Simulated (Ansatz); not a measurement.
C6H5, SMILES [c]1ccccc1, multiplicity 2.

The structure is a stationary point at PBE0-D3(BJ)/def2-SVP. The isomer is the one that the SMILES or the coordinates give; other isomers of the formula were not compared.

Two levels are set side by side: PBE/def2-SVPD (Ansatz, a quantum-chemistry and plane-wave program) and PBE0/def2-SVPD (Ansatz). Energy differences of separate SCF runs at the same geometry; the states with an electron removed or added have multiplicity 1 and 1. Differences are taken from unrounded values.

| quantity | PBE |
|---|---|
| vertical ionisation energy (eV) | 8.91 |
| vertical electron affinity (eV) | 0.52 |

**Question.** These are the PBE values. What does PBE0 give? (The exact figures need the calculation; the answer reports its results.)

**Answer.** 
| quantity | PBE0 | PBE minus PBE0 |
|---|---|---|
| vertical ionisation energy (eV) | 9.25 | -0.34 |
| vertical electron affinity (eV) | 0.44 | 0.09 |
